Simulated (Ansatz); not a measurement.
Basis sets compared for the cluster Te2Au3. Charge 0, multiplicity 2. Geometry PBE-D4/def2-SVP. Ansatz on 4 threads of Intel Xeon Platinum 8259CL on a shared host; times are rough, and most runs start from earlier orbitals.

```xyz
5

Au    2.286   -1.444   -1.094
Au   -0.854    0.116   -0.524
Au    0.307    1.093    2.684
Te   -1.902    1.451    1.441
Te    0.163   -1.216   -2.507
```

In the def2 sets Au, Te take a core potential; there is no spin–orbit coupling. No other spin state of charge 0 was run. Another isomer (doublet) lies 0.19 eV lower at PBE0-D4/def2-TZVP; other spin states weren't run for this one.

Binding counts from free atoms (Au doublet, Te triplet) in the same basis, without a counterpoise term.

```json
{"level": "PBE-D4/def2-SVP", "functions": "148", "energy (Eh)": "-943.5011", "HOMO (eV)": "-5.34", "LUMO (eV)": "-4.86", "binding per atom (eV)": "1.93", "wall time": "3.6 s"}
{"level": "PBE0-D4/def2-SVP", "functions": "148", "energy (Eh)": "-943.3797", "HOMO (eV)": "-5.82", "LUMO (eV)": "-4.43", "binding per atom (eV)": "1.73", "wall time": "7 s"}
```

Estimate the rows for PBE-D4/def2-TZVP (with forces), PBE0-D4/def2-TZVP.


```
                         level  functions  energy (Eh)  HOMO (eV)  LUMO (eV)  binding per atom (eV)  wall time
PBE-D4/def2-TZVP (with forces)        220    -943.5501      -5.37      -4.87                   1.99      6.5 s
             PBE0-D4/def2-TZVP        220    -943.4272      -5.82      -4.41                   1.80       13 s
```
